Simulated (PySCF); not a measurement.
C3H13NSi2, SMILES C[SiH2]N[C@H](C)[SiH3].

Geometry optimised at PBE-D3(BJ)/def2-SVP. The structure was generated by enumeration; whether it is a known compound was not checked. Other conformers were not sampled.

These are PBE-D3(BJ)/def2-SVP run with PySCF 2.14.0 values and carry that method's errors.

Frequencies are harmonic and unscaled.

Problem. Give all harmonic wavenumbers and intensities. (Estimate from the structure and the level; the computed values follow.)

Solution. 
```
mode  ν (cm⁻¹)  IR (km/mol)  moving atoms (share of kinetic energy)
----  --------  -----------  --------------------------------------
1           40          0.3                 H 38 %, C 31 %, Si 28 %
2           71          0.1         H 33 %, C 26 %, N 23 %, Si 18 %
3          118          1.3         Si 36 %, H 26 %, C 21 %, N 17 %
4          155          0.0                                  H 92 %
5          178          0.1                 Si 36 %, H 36 %, C 25 %
6          192          0.1                          H 84 %, C 10 %
7          233          0.1                          H 74 %, C 17 %
8          253          1.1                 H 61 %, C 24 %, Si 10 %
9          297          9.5         H 48 %, C 21 %, Si 17 %, N 15 %
10         402          8.6                  H 57 %, C 28 %, N 11 %
11         456         71.4                          H 65 %, N 25 %
12         492         12.6                                  H 90 %
13         548          3.5         H 35 %, Si 24 %, C 24 %, N 17 %
14         606         19.3                         H 77 %, Si 13 %
15         647         27.6                 H 50 %, C 33 %, Si 11 %
16         680         25.4                 H 58 %, C 30 %, Si 11 %
17         689         22.8                          H 80 %, Si 9 %
18         720         55.6                 H 39 %, C 30 %, Si 28 %
19         795         27.1          H 43 %, N 31 %, Si 17 %, C 8 %
20         841         37.1                          H 76 %, C 18 %
21         870        283.4                         H 87 %, Si 10 %
22         888        113.4                          H 81 %, C 10 %
23         905         30.0                                  H 89 %
24         913         44.9                                  H 87 %
25         925         17.6                          H 72 %, C 17 %
26         961        129.8                                  H 92 %
27         967          8.1                          H 76 %, C 19 %
28        1062          5.2                          C 61 %, H 35 %
29        1144         51.9                  H 44 %, C 32 %, N 23 %
30        1170         41.9                  H 56 %, C 33 %, N 10 %
31        1216         24.5                          H 78 %, C 22 %
32        1275         28.3                          H 78 %, C 20 %
33        1333          7.7                          H 79 %, C 20 %
34        1356         11.1                   H 76 %, N 15 %, C 8 %
35        1383          5.3                                  H 96 %
36        1387          1.5                                  H 96 %
37        1412          5.9                                  H 96 %
38        1419          3.4                                  H 95 %
39        2092        154.9                                  H 97 %
40        2149         57.7                                  H 97 %
41        2156         95.5                                  H 98 %
42        2164        113.0                                  H 96 %
43        2179        100.6                                  H 96 %
44        2913         33.2                                  H 92 %
45        2952         25.6                                  H 97 %
46        2977          2.6                                  H 97 %
47        3036         20.7                           H 91 %, C 9 %
48        3053         18.9                           H 91 %, C 9 %
49        3074          3.9                           H 91 %, C 9 %
50        3085          2.8                           H 91 %, C 9 %
51        3451          5.1                                  H 93 %
```
